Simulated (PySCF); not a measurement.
Start geometry of `C=C=CC(F)(F)F` from GFN2-xTB (Å):
```
atom  x, y, z in Å
C1     2.0780   -0.2344   -0.2310
C2     0.8858    0.2443   -0.1328
C3    -0.3237    0.7086   -0.0313
C4    -1.5066   -0.1788    0.1964
F5    -2.4306   -0.0442   -0.7737
F6    -2.1397    0.1123    1.3490
F7    -1.1942   -1.4795    0.2510
H8     2.7105   -0.3549    0.6328
H9     2.4915   -0.5276   -1.1817
H10   -0.5622    1.7590   -0.1013
```

Problem. What comes out of this run: PBE0-D3(BJ)/def2-SVP geometry optimisation, gas phase in PySCF?

Solution. 
```
atom  x, y, z in Å
C1     2.073   -0.257   -0.367
C2     0.875    0.217   -0.170
C3    -0.327    0.695    0.025
C4    -1.520   -0.172    0.283
F5    -2.456    0.014   -0.653
F6    -2.083    0.131    1.459
F7    -1.213   -1.466    0.300
H8     2.760   -0.423    0.469
H9     2.421   -0.508   -1.375
H10   -0.525    1.772    0.011
```

The energy falls by 4.2 kJ/mol over 10 energy and gradient evaluations, the largest force component goes from 0.0147 to 2.7e-04 Eh/bohr, and the atoms move by 0.029 Å rms after alignment. Among the bonds, C1–H8, C1–H9 and C3–H10 change most and about equally (+0.016 to +0.017 Å). Bonds longer at the end by more than 0.005 Å: 5 of 9; shorter: 3. Rotational constants go from 5326, 1673, 1652 to 5341, 1662, 1644 MHz. The orientation of the end geometry is arbitrary; only internal coordinates are fixed.

The run used 113 basis functions and 71 SCF cycles in all.

PBE0-D3(BJ)/def2-SVP frequencies: not computed here.
